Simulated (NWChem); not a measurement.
# CaO; SMILES [O]=[Ca]

```xyz
2

Ca     0.0000     0.0000    -0.5161
O      0.0000     0.0000     1.3070
```
Atoms are numbered in this order, from 1.

All runs: NWChem. Pople sets run with spherical d functions. STO-3G and 3-21G are far too small for this property and stand as cheap habits. Structure relaxed at the PBE-D3(BJ)/def2-SVP level. Vertical excitations in the gas phase; the lowest state need not have the same character in each row.

For level PBE/3-21G, TDA:

| Item | Value |
|---|---|
| lowest excitation, singlet (eV) | 1.08 |
| oscillator strength of that lowest state | 0.020 |
| lowest state with f > 0.02, singlet (eV) | 1.08 |
| oscillator strength of that bright state | 0.020 |
| orbital gap (eV) | 0.78 |

Q: What are these values for level PBE/6-31+G*, TDA?

A: 
| Property | Result |
|---|---|
| lowest excitation, singlet (eV) | 1.26 |
| oscillator strength of that lowest state | 0.005 |
| lowest state with f > 0.02, singlet (eV) | 2.85 |
| oscillator strength of that bright state | 0.139 |
| orbital gap (eV) | 1.05 |
